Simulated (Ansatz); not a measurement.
Total energies of `COc1ccc(-c2cc(C)c(-c3cc(C)c(-c4cc(C)c(-c5cc(C)c(-c6ccc(C(F)=C(F)F)cc6)s5)s4)s3)s2)cc1` from Ansatz at PBE0-D4/def2-SVP, gas phase (1 Eh = 27.2114 eV = 2625.5 kJ/mol). The reference geometry is relaxed at PBE-D4/def2-SVP.

```
                state   geometry  energy (Eh)
     charge 0 singlet  reference  -3313.34230
     charge 1 doublet  reference  -3313.12473
    charge -1 doublet  reference  -3313.39111
free C atom (triplet)          –    -37.76066
free O atom (triplet)          –    -74.92490
free F atom (doublet)          –    -99.54906
free S atom (triplet)          –   -397.83788
free H atom (doublet)          –     -0.50029
```

Single mean-field runs in def2-SVP are fitted with def2-universal-jkfit.

Question: Work out the vertical ionisation energy to the doublet.

Answer: E(charge 1 doublet) − E(charge 0 singlet) = -3313.12473 − (-3313.34230) = 0.21757 Eh = 5.92 eV. For comparison, −ε of the highest occupied level is 4.99 eV at this level, 0.93 eV less.

Question: Work out the vertical electron affinity, to the doublet.

Answer: E(charge 0 singlet) − E(charge -1 doublet) = -3313.34230 − (-3313.39111) = 0.04881 Eh = 1.33 eV. The basis lacks diffuse functions, which makes affinities too small.

Question: Give the fundamental gap IE − EA, the Mulliken electronegativity (IE + EA)/2 and the hardness (IE − EA)/2.

Answer: From the values in Eh: IE − EA = 0.21757 − 0.04881 = 0.16876 Eh = 4.59 eV; (IE + EA)/2 = 3.62 eV; (IE − EA)/2 = 2.30 eV. The HOMO–LUMO gap of the same run is 2.83 eV, 1.76 eV smaller than the fundamental gap.

Question: What is the binding energy per atom against free atoms?

Answer: Atoms: 35 × (-37.76066) + 1 × (-74.92490) + 3 × (-99.54906) + 4 × (-397.83788) + 27 × (-0.50029) = -3300.05453 Eh. Binding: -3300.05453 − (-3313.34230) = 13.28777 Eh = 361.58 eV, or 5.17 eV for each of 70 atoms (no zero-point energy, no counterpoise term).
